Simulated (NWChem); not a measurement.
Molecule: C₃H₅NSi; SMILES C1=C[SiH2]N=C1

```xyz
10

C      0.5589     1.3826     0.0000
C      1.3294     0.2763     0.0000
Si     0.0941    -1.1438     0.0000
N     -1.3518    -0.1046     0.0000
C     -0.9160     1.1037     0.0000
H      0.9253     2.4085     0.0000
H      2.4138     0.3151     0.0000
H      0.1415    -2.0016     1.2119
H      0.1415    -2.0016    -1.2119
H     -1.6167     1.9480     0.0000
```
Atoms are numbered in this order, from 1.

The geometry was optimised at B3LYP/6-31G* (spherical d).

**Question.** Give the principal values of the shielding tensors (ppm) of C1, C2, Si3, N4, C5 from B3LYP/6-31G* (spherical d), GIAO (NWChem), with their diamagnetic and paramagnetic parts as GIAO splits them.

**Answer.** 
| atom | σ11 | σ22 | σ33 | isotropic | diamagnetic | paramagnetic |
|---|---|---|---|---|---|---|
| C1 | -58.0 | 68.1 | 144.6 | 51.6 | 256.2 | -204.6 |
| C2 | -49.0 | 25.9 | 181.9 | 52.9 | 256.8 | -203.9 |
| Si3 | 307.8 | 432.0 | 484.4 | 408.1 | 883.5 | -475.5 |
| N4 | -365.4 | -114.1 | 280.1 | -66.5 | 322.6 | -389.0 |
| C5 | -69.7 | 23.6 | 114.5 | 22.8 | 256.2 | -233.4 |
